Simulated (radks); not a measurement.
Results of a calculation; reference values are marked as such.
Q: Hg I, configuration [Xe] 4f14 5d10 6s1.75 7s0.25 (fractional occupations, a model configuration). Level of theory: scalar-relativistic Kohn-Sham, LDA (Slater exchange, Perdew-Zunger correlation), spin-polarised, spherical densities, finite nucleus; open shells are filled with parallel spins first (spin-orbit coupling, left out, can overturn this in heavy ions); Fermi nuclear charge, rms radius 5.4648 fm (a radial shooting solver on a logarithmic mesh with Libxc functionals). Some entries of the table are withheld. Estimate them.

| orbital | occ. | eigenvalue (Ry) | <r^2> (bohr^2) |
|---|---|---|---|
| 1s up | 1 | -6105.607 | 0.0003814 |
| 1s down | 1 | -6105.606 | 0.0003814 |
| 2s up | 1 | -1082.394 | 0.005804 |
| 2s down | 1 | -1082.394 | 0.005804 |
| 2p up | 3 | -934.1393 | 0.004900 |
| 2p down | 3 | -934.1391 | 0.004900 |
| 3s up | 1 | -256.9162 | 0.03741 |
| 3s down | 1 | -256.9160 | 0.03741 |
| 3p up | 3 | -214.0601 | 0.03852 |
| 3p down | 3 | -214.0599 | 0.03852 |
| 3d up | 5 | -168.7875 | 0.03189 |
| 3d down | 5 | -168.7873 | 0.03189 |
| 4s up | 1 | -56.51509 | 0.1802 |
| 4s down | 1 | -56.51479 | 0.1802 |
| 4p up | 3 | -42.45280 | 0.2060 |
| 4p down | 3 | -42.45247 | 0.2060 |
| 4d up | 5 | -25.73426 | 0.2331 |
| 4d down | 5 | -25.73389 | 0.2331 |
| 5s up | 1 | -8.81245 | 0.9101 |
| 5s down | 1 | -8.81177 | 0.9100 |
| 4f up | 7 | -7.18585 | 0.2811 |
| 4f down | 7 | -7.18543 | 0.2811 |
| 5p up | 3 | -5.01309 | 1.221 |
| 5p down | 3 | -5.01192 | 1.220 |
| 5d up | 5 | -0.84610 | 2.669 |
| 5d down | 5 | -0.84157 | 2.659 |
| 6s up | 1 | -0.61550 | 7.937 |
| 6s down | 0.75 | -0.60506 | 7.948 |
| 6p up | 0 | (1) | 21.53 |
| 6p down | 0 | (2) | 21.51 |
| 7s up | 0.25 | (3) | 119.8 |
| 7s down | 0 | (4) | 129.1 |
| 6d up | 0 | -0.00620 | 317.7 |
| 6d down | 0 | -0.00184 | 456.6 |

A: 
(1) 6p up eigenvalue (Ry): -0.15656
(2) 6p down eigenvalue (Ry): -0.14697
(3) 7s up eigenvalue (Ry): -0.05759
(4) 7s down eigenvalue (Ry): -0.04831
